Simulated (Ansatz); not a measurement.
Cost and result up the ladder for PdAu3 (4 atoms). Charge 0, multiplicity 2. Geometry: r2SCAN-D4/def2-SVP.

```xyz
4

Pd   -0.611   -1.176    0.333
Au    0.916    0.119    2.070
Au    0.605    1.162   -0.330
Au   -0.910   -0.106   -2.074
```

Ansatz on 4 threads of Arm Neoverse V2 on a shared host. Times are rough, and most runs start from the orbitals of an earlier one. CAM-B3LYP-D4/def2-TZVP serves as the yardstick here, not as an exact answer. Differences are given only for rows in sets of like size (and for xTB, whose basis is part of the method), since another set adds its own error. Binding counts from free atoms at the same level (Pd singlet, Au doublet; other spins of the atoms weren't run), without zero-point energy or a counterpoise term.

In the def2 sets Au, Pd take a core potential; there is no spin–orbit coupling. Correlated methods freeze no core orbitals; core or outer-core shells of Pd, Au are correlated, in sets that lack core-valence functions. The structure comes from a short search, and lower isomers may exist.

Correlated methods converge slowly with the basis.

```tsv
level	functions	wall time	binding energy per atom (eV)	difference from CAM-B3LYP-D4/def2-TZVP (eV)	remarks
PBE-D4/def2-SVP	127	4.9 s	1.57	–	–
revPBE-D4/def2-TZVP	160	5 s	1.46	0.19	–
PBE-D4/def2-TZVPD	169	6 s	1.63	0.35	–
PBE0-D4/def2-SVP	127	8 s	1.35	–	–
MP2/def2-TZVP	160	11 s	1.49	0.21	spin-contaminated (⟨S²⟩ 0.84)
PBE0-D4/def2-TZVP	160	11 s	1.39	0.12	–
RPA@PBE/def2-TZVP	160	13 s	1.29	0.02	–
r2SCAN-D4/def2-TZVP (with forces)	160	13 s	1.67	0.40	–
HF/def2-TZVP	160	14 s	0.51	-0.76	spin-contaminated (⟨S²⟩ 0.84)
r2SCAN-D4/def2-TZVPD	169	14 s	1.68	0.41	–
PBE-QIDH/def2-TZVP	160	18 s	1.35	0.08	–
B97M-V/def2-TZVP	160	21 s	1.52	0.25	–
PBE0-D4/def2-TZVPD	169	22 s	1.40	0.13	–
CAM-B3LYP-D4/def2-TZVP	160	23 s	1.27	0.00	–
```
